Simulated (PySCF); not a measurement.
Species: CH8BPS.
SMILES: `CS[BH2-][PH3+]`

Torsions of this conformer, `[CH3:1][S:2][BH2-:3][PH3+:4]`: C1–S2–B3–P4 85°.

The closed-shell ground state was solved at several levels (PySCF, density fitting, gas phase, non-relativistic). Geometry: PBE0-D3(BJ)/def2-SVP, one conformer, isolated molecule.

```json
{"level": "CAM-B3LYP/def2-SVPD", "basis functions": "155", "HOMO (eV)": "-7.30", "LUMO (eV)": "0.72", "gap (eV)": "8.02", "dipole (D)": "4.42"}
{"level": "HF/pcSseg-2", "basis functions": "270", "HOMO (eV)": "-8.62", "LUMO (eV)": "2.38", "gap (eV)": "11.00", "dipole (D)": "4.77"}
```

**Question.** What might PBE0/pcSseg-1 (122 basis functions) give for the same quantities?

**Answer.** HOMO -6.04 eV, LUMO 0.25 eV, gap 6.29 eV, dipole 4.50 D.

**Question.** Over all these levels, which gives the widest orbital gap and which the narrowest?

**Answer.** HF/pcSseg-2 (Hartree–Fock, all exact exchange) has the widest, 11.00 eV, and PBE0/pcSseg-1 (global hybrid, 25 % exact exchange) the narrowest, 6.29 eV. Functional and basis both differ between the two, so the spread mixes both effects.

**Question.** How far do the dipole and the HOMO energy spread over the levels?

**Answer.** The dipole runs from 4.42 to 4.77 D (mean 4.56 D) and the HOMO from -8.62 to -6.04 eV.
